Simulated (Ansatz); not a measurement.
Reaction (ligand exchange at the Si–I bond): `C[SiH]([SiH3])I` + `[AsH3]` → `C[SiH]([SiH3])[AsH2]` + HI

Calculated with Ansatz (gas phase, PBE0-D4/def2-TZVP geometries, no zero-point term in ΔE). CCSD(T)/CBS is the MP2 limit (def2-TZVPP, def2-QZVPP) plus CCSD(T) − MP2 in def2-TZVPP, frozen cores. Functionals use def2-TZVPP. B3LYP here is the variant with VWN-RPA as its local correlation; programs differ in this. def2 core potentials past Kr. For As, I outer-core shells are correlated without core-valence functions, which leaves a few kJ/mol of doubt a bond. Scalar relativity is left out up to krypton.

CCSD(T)/CBS gives +61.0 kJ/mol.

Q: Another level gave +60.7 kJ/mol. Which?
A. SCS-MP2/def2-TZVPP
B. HF/def2-TZVPP
C. PBE-D4/def2-TZVPP
D. B3LYP-D4/def2-TZVPP

A: A. SCS-MP2/def2-TZVPP 60.7, B3LYP-D4 56.5, HF/def2-TZVPP 69.9, PBE-D4 52.1 kJ/mol.

Largest T1 diagnostic among the species: 0.012.

From PBE to PBE0 (25 % exact exchange), in def2-TZVPP and without D4, ΔE moves by +3.2 kJ/mol. In def2-TZVPP, CCSD(T) changes the Hartree–Fock value by −15.4 kJ/mol (the triples alone add −1.3 kJ/mol) and MP2 by −9.0 kJ/mol.
